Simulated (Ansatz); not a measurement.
Abridged output of a molecular run in Ansatz:

```
Functional definition: HF
1396 factors; integrals over basis functions are off by at most 1.3e-3 eV
mean field evaluation 1: about -65757.7367 eV, gradient 3.8e1 eV
mean field evaluation 2: about -65757.8854 eV, gradient 3.8e1 eV
mean field evaluation 4: about -65761.3761 eV, gradient 4.2e0 eV
mean field evaluation 8: about -65761.4427 eV, gradient 3.5e-1 eV
mean field evaluation 16: about -65761.4433 eV, gradient 2.1e-6 eV
mean field -65761.44329952 eV, -2416.6884665500 hartree, gradient 2.1e-6 eV, S^2 0.000000; 0 other end points of the search recorded, 0 dependent functions left out
16 core orbitals not correlated: weight in the atoms' cores, before any rotation towards them, 1.000 or more for the frozen orbitals, at most 0.000 for the correlated occupied ones
reference -65761.44329952 eV, -2416.6884665500 hartree; 17, 17 occupied and 203, 203 virtual orbitals, 1396 factors
second order -21.72281991 eV of doubles, -0.00000000 eV of singles
cycle   1  -21.92708553 eV  change   -2.0e-1 eV  update   1.1e-1
cycle   2  -22.57686522 eV  change   -6.5e-1 eV  update   3.4e-2
cycle   3  -22.69738708 eV  change   -1.2e-1 eV  update   1.8e-2
cycle   4  -22.68555750 eV  change    1.2e-2 eV  update   5.0e-3
cycle   5  -22.68448977 eV  change    1.1e-3 eV  update   2.8e-3
cycle   6  -22.68454003 eV  change   -5.0e-5 eV  update   9.3e-4
cycle   7  -22.68437261 eV  change    1.7e-4 eV  update   4.3e-4
cycle   8  -22.68442422 eV  change   -5.2e-5 eV  update   1.1e-4
cycle   9  -22.68446652 eV  change   -4.2e-5 eV  update   4.1e-5
perturbative correction -0.94996786 eV, -0.0349106748 hartree
Total energy: -65785.07773389 eV, -2417.5570159933 hartree
```

Its atoms:

Z-matrix (Å, degrees):
```
C
N 1 1.444
H 1 1.097 2 112.4
H 1 1.097 2 112.3 3 -121.7
H 1 1.093 2 109.9 3 119.2
Ga 2 1.811 1 126.6 3 -118.9
H 2 1.007 1 113.5 3 61.0
S 6 2.206 2 118.0 1 180.0
H 6 1.554 2 121.1 1 -0.0
H 8 1.343 6 94.6 2 -0.0
```

**Question.** Which basis set was used?
A. def2-TZVPPD
B. cc-pV(Q+d)Z
C. def2-SVPD
D. def2-TZVPP

**Answer.** D. It gives 236 functions.

**Question.** Write the keys of the input that set method, charge and spin (a neutral closed shell needs none for the last two).

**Answer.** 
```yaml
correlation: {method: ccsd_t}
```
